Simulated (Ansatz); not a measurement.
`C=C([SiH3])CCl` + `C#[C][GeH3]` → `C#[C][GeH2][CH2]Cl` + `C=C[SiH3]`  (formal exchange of groups at a C–C bond)

Calculated with Ansatz (gas phase, PBE0-D4/def2-TZVP geometries, no zero-point term in ΔE). CBS: MP2 limit from def2 TZ/QZ plus the TZ coupled-cluster correction, frozen cores. DFT in def2-TZVPP. B3LYP here is the variant with VWN-RPA as its local correlation; programs differ in this. For Ge outer-core shells are correlated without core-valence functions, which leaves a few kJ/mol of doubt a bond. Scalar relativity is left out up to krypton. Each species was taken in one conformer, which may not be the lowest.

```tsv
level	ΔE (kcal/mol)	difference from CCSD(T)/CBS
PBE-D4	-1.1	1.2
r2SCAN-D4	-1.4	0.9
PBE0-D4	-1.2	1.1
B3LYP-D4	-1.5	0.8
ωB97X-V	-1.6	0.7
ωB97M-V	-1.8	0.5
B2PLYP	-2.3	0.0
PBE	-1.7	0.6
r2SCAN	-1.6	0.7
PBE0	-1.7	0.6
B3LYP	-2.4	-0.1
HF/def2-TZVPP	-2.5	-0.2
MP2/def2-TZVPP	-2.2	0.1
SCS-MP2/def2-TZVPP	-2.4	-0.1
CCSD/def2-TZVPP	-2.6	-0.3
CCSD(T)/def2-TZVPP	-2.3	0.0
HF/def2-QZVPP	-2.4	-0.1
MP2/def2-QZVPP	-2.2	0.1
SCS-MP2/def2-QZVPP	-2.3	0.0
HF/CBS(def2)	-2.4	-0.1
MP2/CBS(def2)	-2.2	0.1
CCSD/CBS(def2)	-2.6	-0.3
CCSD(T)/CBS	-2.3	0
```

Largest T1 diagnostic among the species: 0.012.

The D4 term adds +0.9 kcal/mol with B3LYP and +0.5 kcal/mol with PBE0; it sums over pairs of atoms, weighted by their polarisabilities, and B3LYP, whose exchange is more repulsive, gets the larger term.
